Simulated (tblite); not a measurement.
Isomers of C4H9PSi2. Computed values, GFN2-xTB/tblite, gas phase, harmonic and unscaled. Errors from tens to a few hundred cm⁻¹ against measured bands are possible. Modes of hydrogen on phosphorus and silicon can be 10 to 20 % off. One conformer each.

Electronic energies: GFN2-xTB at the same geometries; isomer energies are rough at this level and their order can be wrong.

| SMILES | electronic energy, lowest = 0 (kJ/mol) |
| --- | --- |
| C#C[SiH2]/C=C\[SiH2]P | 146.3 |
| C#C[SiH2][Si@@H](P)C=C | 172.1 |
| C#C[C@@H]1C[SiH2]P[SiH2]1 | 0.0 |
| C#C[Si@@H](C=C)P[SiH3] | 117.4 |
| C#C/C([SiH3])=C/[SiH2]P | 101.8 |
| C#CC(=C)[SiH2][SiH2]P | 130.2 |
| C#C/C(=C\[SiH3])[SiH2]P | 99.5 |
| C#C/C(=C/[SiH3])[SiH2]P | 101.5 |

How do GFN2-xTB zero-point energies change the relative energies?

```json
{"SMILES": "C#C[C@@H]1C[SiH2]P[SiH2]1", "ZPE (kJ/mol)": "277.8", "of it from modes above 1550 cm⁻¹": "154.3", "electronic (kJ/mol)": "0.0", "with ZPE, lowest = 0 (kJ/mol)": "0.0", "lowest mode (cm⁻¹)": "42", "rings": "1"}
{"SMILES": "C#C/C(=C\\[SiH3])[SiH2]P", "ZPE (kJ/mol)": "256.2", "of it from modes above 1550 cm⁻¹": "156.2", "electronic (kJ/mol)": "99.5", "with ZPE, lowest = 0 (kJ/mol)": "77.9", "lowest mode (cm⁻¹)": "20", "rings": "0"}
{"SMILES": "C#C/C(=C/[SiH3])[SiH2]P", "ZPE (kJ/mol)": "256.1", "of it from modes above 1550 cm⁻¹": "155.5", "electronic (kJ/mol)": "101.5", "with ZPE, lowest = 0 (kJ/mol)": "79.8", "lowest mode (cm⁻¹)": "33", "rings": "0"}
{"SMILES": "C#C/C([SiH3])=C/[SiH2]P", "ZPE (kJ/mol)": "256.1", "of it from modes above 1550 cm⁻¹": "155.7", "electronic (kJ/mol)": "101.8", "with ZPE, lowest = 0 (kJ/mol)": "80.0", "lowest mode (cm⁻¹)": "15i", "rings": "0"}
{"SMILES": "C#C[Si@@H](C=C)P[SiH3]", "ZPE (kJ/mol)": "267.9", "of it from modes above 1550 cm⁻¹": "165.6", "electronic (kJ/mol)": "117.4", "with ZPE, lowest = 0 (kJ/mol)": "107.5", "lowest mode (cm⁻¹)": "22", "rings": "0"}
{"SMILES": "C#CC(=C)[SiH2][SiH2]P", "ZPE (kJ/mol)": "262.8", "of it from modes above 1550 cm⁻¹": "160.8", "electronic (kJ/mol)": "130.2", "with ZPE, lowest = 0 (kJ/mol)": "115.2", "lowest mode (cm⁻¹)": "16i", "rings": "0"}
{"SMILES": "C#C[SiH2]/C=C\\[SiH2]P", "ZPE (kJ/mol)": "262.7", "of it from modes above 1550 cm⁻¹": "159.5", "electronic (kJ/mol)": "146.3", "with ZPE, lowest = 0 (kJ/mol)": "131.2", "lowest mode (cm⁻¹)": "13i", "rings": "0"}
{"SMILES": "C#C[SiH2][Si@@H](P)C=C", "ZPE (kJ/mol)": "267.8", "of it from modes above 1550 cm⁻¹": "165.1", "electronic (kJ/mol)": "172.1", "with ZPE, lowest = 0 (kJ/mol)": "162.2", "lowest mode (cm⁻¹)": "8i", "rings": "0"}
```

The zero-point energies span 21.7 kJ/mol, from `C#C/C([SiH3])=C/[SiH2]P` to `C#C[C@@H]1C[SiH2]P[SiH2]1`. Slightly imaginary modes are left out of the zero-point energy: `C#C/C([SiH3])=C/[SiH2]P` 14.6i cm⁻¹, `C#CC(=C)[SiH2][SiH2]P` 16.0i cm⁻¹, `C#C[SiH2]/C=C\[SiH2]P` 12.7i cm⁻¹ and `C#C[SiH2][Si@@H](P)C=C` 8.4i cm⁻¹. The order is unchanged.
